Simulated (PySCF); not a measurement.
# One molecule, a ladder of functionals, a line

Molecule: `C[Si@H](O)[SiH2]N`, CH$_{9}$NOSi$_{2}$.

Structure with atom numbers: `[CH3:1][Si@H:2]([OH:3])[SiH2:4][NH2:5]`; H(Xn) means a hydrogen on atom n. Ha(Si4) is pro-R; Hb(Si4) is pro-S.

GIAO shieldings (ppm, equivalent atoms averaged) in PySCF 2.14 on the PBE0-D3(BJ)/def2-SVP geometry, basis pcSseg-1, gas phase, non-relativistic:

```csv
functional,exact exchange (%),σ(Si2),σ(Si4),σ(O3)
BLYP,0,321.6,382.3,307.4
BP86,0,329.8,390.6,310.5
PBE,0,330.6,392.1,310.8
PBE0,25,349.1,407.0,318.7
mPW1PW91,25,347.9,405.0,318.2
BHandHLYP,50,358.7,412.8,321.9
HF,100,397.4,445.3,330.4
```

(1) Fit each shielding as a line in the percentage of exact exchange.

(2) What does the line predict for B3LYP (20 %), and what does the run give?

Results:

(1) σ(Si2) = 328.2 + 0.69 x (rms 3.5 ppm); σ(Si4) = 389.1 + 0.56 x (rms 3.7 ppm); σ(O3) = 310.8 + 0.21 x (rms 1.9 ppm). The functionals also differ in their semilocal parts, which the line can't hold; Hartree–Fock has no correlation at all.

(2) σ(Si2): 342.0 predicted, 336.7 computed; σ(Si4): 400.3 predicted, 394.6 computed; σ(O3): 315.0 predicted, 314.3 computed ppm.
